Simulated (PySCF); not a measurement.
HOSi, SMILES [Si]=[OH+] (connectivity only; charge and spin as stated), charge +1, multiplicity 1.

The structure is a stationary point at B3LYP-D3(BJ)/def2-TZVPD. The isomer is the one that the SMILES or the coordinates give; other isomers of the formula were not compared.

The numbers are results of r2SCAN/def2-TZVPD in PySCF, not measurements.

The molecule is in vacuum.

Computed frontier levels, gap, dipole moment and polarisability:
```yaml
highest_occupied_level: -15.76 eV
lowest_empty_level: -9.44 eV
orbital_gap: 6.33 eV
dipole_moment_about_the_centre_of_nuclear_charge: 0.11 D
mean_static_polarisability: 23.2 bohr³ (3.43 Å³)
polarisability_principal_values: 21.3, 21.3, 27.0 bohr³
```
